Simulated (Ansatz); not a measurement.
Calculated with Ansatz (gas phase, PBE0-D4/def2-TZVP geometries, no zero-point term in ΔE). CCSD(T)/CBS is the MP2 limit (def2-TZVPP, def2-QZVPP) plus CCSD(T) − MP2 in def2-TZVPP, frozen cores. Elements past krypton have def2 core potentials. For Sn outer-core shells are correlated without core-valence functions, which leaves a few kJ/mol of doubt a bond. One conformer a species, not always the lowest.

Reaction (redistribution): `[SiH3][SnH]([Cl])[Cl]` + `C[SiH2]S[SiH2]F` → `[F][SnH]([SiH3])[Cl]` + `C[SiH2]S[SiH2]Cl`

```tsv
level	ΔE (kcal/mol)
HF/def2-QZVPP	22.1
HF/CBS(def2)	22.1
```

Problem. What does CCSD(T)/CBS give? (Estimate.)

Solution. Computed: +19.2 kcal/mol. The listed levels differ from it by 2.9, 2.9 kcal/mol.

Largest T1 diagnostic among the species: 0.013.

In def2-TZVPP, CCSD(T) changes the Hartree–Fock value by −2.7 kcal/mol (the triples alone add −0.5 kcal/mol) and MP2 by −2.4 kcal/mol. From PBE to PBE0 (25 % exact exchange), in def2-TZVPP and without D4, ΔE moves by +1.5 kcal/mol.
